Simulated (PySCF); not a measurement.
PySCF input file for C4H8OS, SMILES C[C@H]1O[C@H](C)S1, TDDFT-PBE/def2-SVPD. The structure is a stationary point at B3LYP-D3(BJ)/def2-SVP. The structure was generated by enumeration; whether it is a known compound was not checked.

```python
import numpy as np
from pyscf import gto, scf, dft, tdscf

mol = gto.M(
    atom='''
    C     2.31990341   -0.17801244   -0.40300625
    C     0.97623942    0.49098400   -0.24158123
    O    -0.00000000    0.00000000   -1.15440078
    C    -0.97623943   -0.49098401   -0.24158123
    C    -2.31990341    0.17801244   -0.40300625
    S     0.00000000    0.00000000    1.26832844
    H     3.03033450    0.19719769    0.35059040
    H     2.22461899   -1.26780154   -0.29162019
    H     2.72499104    0.04607058   -1.40406218
    H     1.06913697    1.58930135   -0.31640757
    H    -1.06913696   -1.58930136   -0.31640757
    H    -2.22461898    1.26780154   -0.29162019
    H    -3.03033450   -0.19719768    0.35059040
    H    -2.72499104   -0.04607058   -1.40406217
    ''',
    basis='def2-SVPD',
    charge=0,
    spin=0,
    symmetry=True,
    max_memory=1600,
    verbose=4,
)
mf = dft.RKS(mol, xc='pbe').density_fit(auxbasis='def2-universal-jkfit')
mf.grids.level = 3
mf.conv_tol = 1e-9
mf.max_cycle = 100
mf.kernel()
mf.grids = dft.Grids(mol).set(level=1).build(with_non0tab=True)  # coarser grid for the response kernel
td = tdscf.TDDFT(mf)
td.singlet = True
td.nstates = 10
td.conv_tol = 1e-4
td.positive_eig_threshold = 1e-6
td.kernel(x0=td.get_init_guess(mf, 15))
td.analyze()
tt = tdscf.TDA(mf)
tt.singlet = False
tt.nstates = 4
tt.conv_tol = 1e-4
tt.positive_eig_threshold = 1e-6
tt.kernel(x0=tt.get_init_guess(mf, 9))
tt.analyze(verbose=3)
```

Output:

```
PySCF version 2.14.0

[INPUT] verbose = 4
[INPUT] num. atoms = 14
[INPUT] num. electrons = 56
[INPUT] charge = 0
[INPUT] spin (= nelec alpha-beta = 2S) = 0
[INPUT] symmetry True subgroup None
[INPUT] Mole.unit = angstrom
[INPUT] Symbol           X                Y                Z      unit          X                Y                Z       unit  Magmom
[INPUT]  1 C      2.319903410000  -0.178012440000  -0.403006250000 AA    4.383982080345  -0.336394758366  -0.761571438988 Bohr   0.0
[INPUT]  2 C      0.976239420000   0.490984000000  -0.241581230000 AA    1.844825135804   0.927825291543  -0.456522361536 Bohr   0.0
[INPUT]  3 O      0.000000000000   0.000000000000  -1.154400780000 AA    0.000000000000   0.000000000000  -2.181501312184 Bohr   0.0
[INPUT]  4 C     -0.976239430000  -0.490984010000  -0.241581230000 AA   -1.844825154702  -0.927825310441  -0.456522361536 Bohr   0.0
[INPUT]  5 C     -2.319903410000   0.178012440000  -0.403006250000 AA   -4.383982080345   0.336394758366  -0.761571438988 Bohr   0.0
[INPUT]  6 S      0.000000000000   0.000000000000   1.268328440000 AA    0.000000000000   0.000000000000   2.396793387597 Bohr   0.0
[INPUT]  7 H      3.030334500000   0.197197690000   0.350590400000 AA    5.726502270821   0.372649626497   0.662519837902 Bohr   0.0
[INPUT]  8 H      2.224618990000  -1.267801540000  -0.291620190000 AA    4.203920622607  -2.395797690902  -0.551082291494 Bohr   0.0
[INPUT]  9 H      2.724991040000   0.046070580000  -1.404062180000 AA    5.149486757494   0.087060778600  -2.653292982060 Bohr   0.0
[INPUT] 10 H      1.069136970000   1.589301350000  -0.316407570000 AA    2.020376062947   3.003344280902  -0.597923651039 Bohr   0.0
[INPUT] 11 H     -1.069136960000  -1.589301360000  -0.316407570000 AA   -2.020376044050  -3.003344299799  -0.597923651039 Bohr   0.0
[INPUT] 12 H     -2.224618980000   1.267801540000  -0.291620190000 AA   -4.203920603709   2.395797690902  -0.551082291494 Bohr   0.0
[INPUT] 13 H     -3.030334500000  -0.197197680000   0.350590400000 AA   -5.726502270821  -0.372649607600   0.662519837902 Bohr   0.0
[INPUT] 14 H     -2.724991040000  -0.046070580000  -1.404062170000 AA   -5.149486757494  -0.087060778600  -2.653292963163 Bohr   0.0

nuclear repulsion = 311.267766225502
point group symmetry = C2
symmetry origin: [-1.34980436e-09 -2.02470658e-09 -1.01235336e-09]
symmetry axis x: [ 1.00000000e+00 -4.58582486e-10 -2.42058567e-10]
symmetry axis y: [-4.58582486e-10 -1.00000000e+00  6.47281004e-10]
symmetry axis z: [2.42058567e-10 6.47280666e-10 1.00000000e+00]
num. orbitals of irrep A = 100
num. orbitals of irrep B = 94
number of shells = 84
number of NR pGTOs = 278
number of NR cGTOs = 194
basis = def2-SVPD
ecp = {}


[settings echo left out]
init E= -630.255764909984
HOMO (B) = -0.259821111787629  LUMO (B) = -0.0914929804363243  gap/eV = 4.58044
cycle= 1 E= -629.786127409117  delta_E= 0.47  |g|= 0.68  |ddm|= 5.66
HOMO (B) = -0.0953702442952662  LUMO (B) = -0.0356851065859249  gap/eV = 1.62412
cycle= 2 E= -629.513643380404  delta_E= 0.272  |g|= 1.34  |ddm|= 2.15
HOMO (B) = -0.185835354595885  LUMO (B) = -0.0468016113451348  gap/eV = 3.78330
cycle= 3 E= -629.878008068258  delta_E= -0.364  |g|= 0.218  |ddm|= 1.52
HOMO (B) = -0.198484779611523  LUMO (B) = -0.0550061332636518  gap/eV = 3.90425
cycle= 4 E= -629.888255531857  delta_E= -0.0102  |g|= 0.052  |ddm|= 0.322
HOMO (B) = -0.198740226357162  LUMO (B) = -0.055997536843809  gap/eV = 3.88423
cycle= 5 E= -629.88878885557  delta_E= -0.000533  |g|= 0.0221  |ddm|= 0.0855
HOMO (B) = -0.197875708027684  LUMO (B) = -0.0546136897341238  gap/eV = 3.89836
cycle= 6 E= -629.888906035122  delta_E= -0.000117  |g|= 0.00773  |ddm|= 0.0408
HOMO (B) = -0.197604645708034  LUMO (B) = -0.0544640647559529  gap/eV = 3.89505
cycle= 7 E= -629.888921778374  delta_E= -1.57e-05  |g|= 0.00128  |ddm|= 0.0149
HOMO (B) = -0.197800986019085  LUMO (B) = -0.0546447815646474  gap/eV = 3.89548
cycle= 8 E= -629.888922256799  delta_E= -4.78e-07  |g|= 0.00035  |ddm|= 0.00314
HOMO (B) = -0.197753616709252  LUMO (B) = -0.0546148112627511  gap/eV = 3.89501
cycle= 9 E= -629.888922292221  delta_E= -3.54e-08  |g|= 6.53e-05  |ddm|= 0.000916
HOMO (B) = -0.197758048079259  LUMO (B) = -0.0546172845405919  gap/eV = 3.89506
cycle= 10 E= -629.888922293497  delta_E= -1.28e-09  |g|= 6.08e-06  |ddm|= 0.000181
HOMO (B) = -0.197759222105361  LUMO (B) = -0.0546182961319102  gap/eV = 3.89506
cycle= 11 E= -629.888922293509  delta_E= -1.23e-11  |g|= 2.29e-06  |ddm|= 1.97e-05
HOMO (B) = -0.197758686868463  LUMO (B) = -0.0546178768157892  gap/eV = 3.89506
Extra cycle  E= -629.888922293506  delta_E= 3.75e-12  |g|= 3.11e-06  |ddm|= 8.33e-06
converged SCF energy = -629.888922293506
tot grids = 51992
Overwritten attributes  positive_eig_threshold  of <class 'pyscf.tdscf.rks.CasidaTDDFT'>


******** <class 'pyscf.tdscf.rks.CasidaTDDFT'> for <class 'pyscf.df.df_jk.DFSymAdaptedRKS'> ********
nstates = 10 singlet
deg_eia_thresh = 1.000e-03
wfnsym = None
conv_tol = 0.0001
eigh lindep = 1e-12
eigh level_shift = 0
eigh max_cycle = 100


Excitation energies (eV)
[4.04272622 5.02400473 5.43740158 5.52227705 6.02822182 6.06345189
 6.15197474 6.43971784 6.57385196 6.65777213]

** Singlet excitation energies and oscillator strengths **
Excited State   1:    A      4.04273 eV    306.68 nm  f=0.0000
      28 -> 29        0.70547
Excited State   2:    A      5.02400 eV    246.78 nm  f=0.0001
      27 -> 29       -0.70517
Excited State   3:    B      5.43740 eV    228.02 nm  f=0.0157
      28 -> 30        0.66027
      28 -> 31        0.24056
Excited State   4:    B      5.52228 eV    224.52 nm  f=0.0399
      28 -> 30        0.23685
      28 -> 31       -0.66384
Excited State   5:    A      6.02822 eV    205.67 nm  f=0.0171
      28 -> 32       -0.70290
Excited State   6:    B      6.06345 eV    204.48 nm  f=0.0365
      26 -> 29       -0.69620
Excited State   7:    A      6.15197 eV    201.54 nm  f=0.0030
      28 -> 33        0.69954
Excited State   8:    B      6.43972 eV    192.53 nm  f=0.0042
      27 -> 30       -0.68936
Excited State   9:    B      6.57385 eV    188.60 nm  f=0.0110
      27 -> 31        0.69921
Excited State  10:    B      6.65777 eV    186.22 nm  f=0.0152
      28 -> 34       -0.70196

** Transition electric dipole moments (AU) **
state          X           Y           Z        Dip. S.      Osc.
  1        -0.0000      0.0000      0.0101      0.0001      0.0000
  2        -0.0000      0.0000      0.0222      0.0005      0.0001
  3         0.2823     -0.1962      0.0000      0.1182      0.0157
  4        -0.5399      0.0582     -0.0000      0.2949      0.0399
  5        -0.0000      0.0000      0.3407      0.1161      0.0171
  6        -0.4748     -0.1429     -0.0000      0.2459      0.0365
  7         0.0000      0.0000      0.1406      0.0198      0.0030
  8         0.0863     -0.1388      0.0000      0.0267      0.0042
  9         0.1908      0.1788      0.0000      0.0684      0.0110
 10         0.0596     -0.2992      0.0000      0.0931      0.0152

** Transition velocity dipole moments (imaginary part, AU) **
state          X           Y           Z        Dip. S.      Osc.
  1        -0.0000      0.0000      0.0020      0.0000      0.0000
  2        -0.0000     -0.0000      0.0037      0.0000      0.0000
  3         0.0578     -0.0395     -0.0000      0.0049      0.0163
  4        -0.1122      0.0093     -0.0000      0.0127      0.0416
  5         0.0000     -0.0000      0.0779      0.0061      0.0183
  6        -0.1118     -0.0347      0.0000      0.0137      0.0410
  7        -0.0000      0.0000      0.0334      0.0011      0.0033
  8         0.0232     -0.0346      0.0000      0.0017      0.0049
  9         0.0450      0.0390      0.0000      0.0035      0.0098
 10         0.0146     -0.0825     -0.0000      0.0070      0.0191

** Transition magnetic dipole moments (imaginary part, AU) **
state          X           Y           Z
  1         0.0000     -0.0000      0.4760
  2         0.0000     -0.0000      0.4063
  3        -0.4150     -0.0203     -0.0000
  4         0.2369      0.2541      0.0000
  5         0.0000      0.0000      0.4330
  6        -0.7830      1.2541      0.0000
  7         0.0000      0.0000     -0.2053
  8         0.4787     -0.0153      0.0000
  9         0.4003      0.5798     -0.0000
 10         0.2247     -0.0376      0.0000
Overwritten attributes  positive_eig_threshold  of <class 'pyscf.tdscf.rks.TDA'>


******** <class 'pyscf.tdscf.rks.TDA'> for <class 'pyscf.df.df_jk.DFSymAdaptedRKS'> ********
nstates = 4 triplet
deg_eia_thresh = 1.000e-03
wfnsym = None
conv_tol = 0.0001
eigh lindep = 1e-12
eigh level_shift = 0
eigh max_cycle = 100


Excitation energies (eV)
[3.62665309 4.87682521 4.99588994 5.31620826]

** Triplet excitation energies and oscillator strengths **
Excited State   1:    A      3.62665 eV    341.87 nm  f=0.0000
Excited State   2:    A      4.87683 eV    254.23 nm  f=0.0000
Excited State   3:    B      4.99589 eV    248.17 nm  f=0.0000
Excited State   4:    B      5.31621 eV    233.22 nm  f=0.0000
```

The run converged.
